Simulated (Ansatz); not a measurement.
# A barrier at the coupled-cluster level

Start structure (CH5GaO, closed shell), relaxed at PBE0-D4/def2-TZVP:

Ga1  (-0.743, -0.029, -0.542)
C2  (0.708, 0.731, 0.540)
O3  (-0.874, -1.811, -0.699)
H4  (-0.198, -2.298, -0.224)
H5  (-1.861, 0.723, -1.328)
H6  (0.295, 1.335, 1.352)
H7  (1.328, 1.391, -0.071)
H8  (1.345, -0.042, 0.972)
(Å)

The step: CH₅GaO ([CH3][GaH][OH]) → GaHO ([O][GaH]) + CH₄; bonds formed: C2–H4; bonds broken: Ga1–C2, O3–H4. Program: Ansatz 0.2.0. Basis: def2-TZVPP and def2-QZVPP. Cores are frozen in the correlated methods. Filled d shells of the heavier atoms are correlated. The def2 sets are not built for correlating such inner shells, so the correlated values are less sure here. Extrapolation: Hartree–Fock as exp(−7.88 √X), correlation as X^−2.97. Energies below are by CCSD(T) at an estimated basis limit (MP2 extrapolated from triple and quadruple zeta, plus CCSD(T) − MP2 in triple zeta).

What are the electronic barrier and the energy of the step, from the start structure to the end structure? (Judge from chemistry; the value comes from the calculation.)

The calculation gives: Barrier 3.056 eV; step energy 1.772 eV (uphill); reverse barrier, their difference, 1.283 eV. Barrier and step energy count from the start structure, the reverse barrier from the end structure.

The saddle point: One imaginary mode of 1581i cm⁻¹.
```
  pair  start (Å)  saddle (Å)  end (Å)
 C2–H4       3.25        1.35     1.09
Ga1–C2       1.96        2.28     3.29
 O3–H4       0.96        1.40     2.94
```

Zero-point energy (harmonic, PBE0-D4): ZPE is 1.523 eV at the start and 1.391 eV at the saddle, so the barrier goes from 3.056 to 2.924 eV.

No T1 diagnostic of these runs exceeds 0.026. The T1 diagnostic is large here, which may signal multireference character or strong orbital relaxation, so CCSD(T) is less sure.

Labels in which every atom is bracketed show which atoms are joined, not bond orders.

For scale, one of the runs: CCSD(T)/def2-TZVPP, 180 basis functions, launched by `ansatz run in.yaml --threads 2 --pin off --events-out ev --progress --plain --max-ram 4352MiB`. The run took 65 s on 2 CPU threads of an Arm Neoverse V1 (shared host), with 1.8 GiB of host memory at its peak.
